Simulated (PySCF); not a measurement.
Molecule: `Cl[B@H-](O)CCl`, [CH$_{4}$BCl$_{2}$O]-.

Geometry (Å), atoms numbered from 1 in this order:
```xyz
9

O    -0.8061    1.7170   -0.9305
B    -0.2130    0.6049   -0.2635
Cl   -1.0140   -1.1213   -0.9310
C     1.3471    0.3128   -0.6185
Cl    2.4688    1.6763   -0.1236
H    -0.5413    1.6960   -1.8546
H    -0.4338    0.6537    0.9457
H     1.7314   -0.5826   -0.1099
H     1.5192    0.1811   -1.7004
```

Total charge -1.

Geometry PBE0-D3(BJ)/def2-SVP throughout; GIAO in PySCF 2.14.0 with density-fitted response routines, gas phase, one conformer, non-relativistic; equivalent atoms averaged; functional PBE0.

**Question.** How do the shifts δ (against H2O, BF3·OEt2, HCl, TMS at the same level) depend on the basis set? (ppm; last column core-seconds on shared hosts with different chips, so compare them loosely)

**Answer.** 
| basis set | functions | O1 | B2 | Cl5 | Cl3 | C4 | H7 | H8 | H9 | H6 | core-s |
| --- | --- | --- | --- | --- | --- | --- | --- | --- | --- | --- | --- |
| STO-3G | 37 | -0.4 | 3.5 | -20.5 | -90.9 | 47.3 | 1.71 | 1.64 | 1.16 | -3.38 | 2.2 |
| 6-31G | 61 | 59.8 | 0.4 | -28.0 | -18.0 | 52.1 | 4.04 | 2.65 | 1.96 | -1.23 | 4.7 |
| pcSseg-0 | 61 | 71.0 | 2.9 | -19.8 | -27.4 | 55.6 | 4.89 | 2.56 | 1.76 | -1.25 | 4.1 |
| 6-31G* | 86 | 56.0 | 2.1 | -18.8 | -21.3 | 49.4 | 3.67 | 2.48 | 1.94 | -1.23 | 5.9 |
| def2-SVP | 98 | 63.4 | 1.7 | -1.2 | 2.3 | 50.4 | 3.44 | 2.44 | 1.75 | -1.34 | 6 |
| cc-pVDZ | 98 | 66.3 | 3.2 | 6.3 | 4.4 | 53.3 | 3.50 | 2.57 | 1.96 | -1.59 | 6.9 |
| pcSseg-1 | 119 | 73.4 | 1.7 | 10.9 | 16.4 | 53.7 | 3.47 | 2.62 | 1.96 | -1.02 | 15 |
| aug-cc-pVDZ | 159 | 68.4 | 2.5 | 24.4 | 43.8 | 53.2 | 3.82 | 3.11 | 2.44 | -1.17 | 13 |
| 6-311+G(2d,p) | 175 | 69.7 | 1.8 | 30.2 | 39.8 | 53.2 | 3.75 | 2.97 | 2.34 | -1.33 | 14 |
| def2-TZVP | 191 | 71.0 | 2.8 | 16.5 | 30.0 | 52.6 | 3.77 | 2.90 | 2.27 | -1.40 | 16 |
| cc-pVTZ | 214 | 73.2 | 2.2 | 13.3 | 26.4 | 53.0 | 3.59 | 2.91 | 2.27 | -1.16 | 20 |
| IGLO-III | 233 | 71.2 | 3.0 | 11.0 | 40.9 | 53.6 | 3.59 | 2.91 | 2.29 | -1.23 | 20 |
| pcSseg-2 | 250 | 71.4 | 3.1 | 19.1 | 31.0 | 54.9 | 3.62 | 2.92 | 2.27 | -0.99 | 26 |

**Question.** Which nucleus moves most, in ppm?

**Answer.** Cl3 (chlorine bonded to B): from -90.9 ppm with STO-3G to 43.8 ppm with aug-cc-pVDZ. The smallest spread is 1.28 ppm, at H9. Proton shifts span only some 12 ppm, so a few tenths of a ppm matter as much there as several ppm in carbon.

**Question.** Taking the largest basis, pcSseg-2 (250 functions), as the yardstick, rank the others by their worst heavy-atom deviation.

**Answer.** def2-TZVP 2.6 ppm (191 functions), cc-pVTZ 5.8 ppm (214 functions), IGLO-III 9.8 ppm (233 functions), 6-311+G(2d,p) 11.1 ppm (175 functions), aug-cc-pVDZ 12.8 ppm (159 functions), pcSseg-1 14.7 ppm (119 functions), cc-pVDZ 26.6 ppm (98 functions), def2-SVP 28.8 ppm (98 functions), 6-31G 49.1 ppm (61 functions), 6-31G* 52.4 ppm (86 functions), pcSseg-0 58.4 ppm (61 functions), STO-3G 121.9 ppm (37 functions).

A small basis that lands close on one nucleus may do so by chance; judge by the trend and by all nuclei.
